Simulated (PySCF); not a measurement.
A series of derivatives of O=CC[SiH2]O

Parent skeleton `[O:1]=[CH:2][CH2:3][SiH2:4][OH:5]`; one hydrogen on atom 2 is replaced by X. Hydrogens on one atom are averaged.

- GFN2-xTB geometry
- σ from GIAO-PBE0/pcSseg-1
- program: PySCF 2.14.0 with density-fitted response routines
- gas phase, equivalent nuclei averaged, one conformer, non-relativistic

Referencing at the same level of theory: ¹⁷O against H2O; TMS for ¹³C and ²⁹Si and ¹H.

Parent (X = H): O1 674.1, C2 209.8, C3 39.1, Si4 -35.3, O5 11.3, H(C3) 2.44, H(Si4) 5.03 ppm. Effects are Δδ = δ(X) − δ(H), positive for deshielding.

**Question.** Give Δδ (ppm) for X = ethynyl, CHF2, 2-thienyl, OCOCH3, COCH3, nPr, tBu, NHCH3, N(SiH3)2.

**Answer.** 
```csv
X,SMILES,O1,C2,C3,Si4,O5,H(C3),H(Si4)
ethynyl,C#CC(=O)C[SiH2]O,-18.5,-15.6,+3.5,+4.2,+1.9,+0.20,+0.01
CHF2,O=C(C[SiH2]O)C(F)F,-40.9,-0.3,-5.9,+6.9,-1.0,+0.31,+0.06
2-thienyl,O=C(C[SiH2]O)c1cccs1,-107.8,-12.2,-4.1,+4.9,+3.5,+0.24,-0.01
OCOCH3,CC(=O)OC(=O)C[SiH2]O,-195.2,-33.9,-9.4,+3.4,+2.8,-0.29,+0.02
COCH3,CC(=O)C(=O)C[SiH2]O,-33.6,-4.4,-0.1,+12.5,+15.1,-0.05,-0.02
nPr,CCCC(=O)C[SiH2]O,-50.0,+9.9,-1.7,+3.9,+3.5,-0.11,-0.05
tBu,CC(C)(C)C(=O)C[SiH2]O,-53.2,+16.3,-8.1,+5.0,+1.1,-0.03,-0.01
NHCH3,CNC(=O)C[SiH2]O,-297.0,-34.6,-13.0,+5.5,+3.9,-0.85,+0.01
N(SiH3)2,O=C(C[SiH2]O)N([SiH3])[SiH3],-218.9,-17.6,-14.9,+5.4,+14.8,-0.50,+0.03
```

**Question.** Which position responds most, and to which substituents?

**Answer.** O1: from -297.0 ppm with NHCH3 to -18.5 ppm with ethynyl.

Unscaled 17O shifts of doubly bonded oxygen tend to come out too high, by tens of ppm or more. Experimental scales use liquid or dissolved standards, which lie at an offset from isolated H2O (liquid H2O: subtract about 36 ppm).
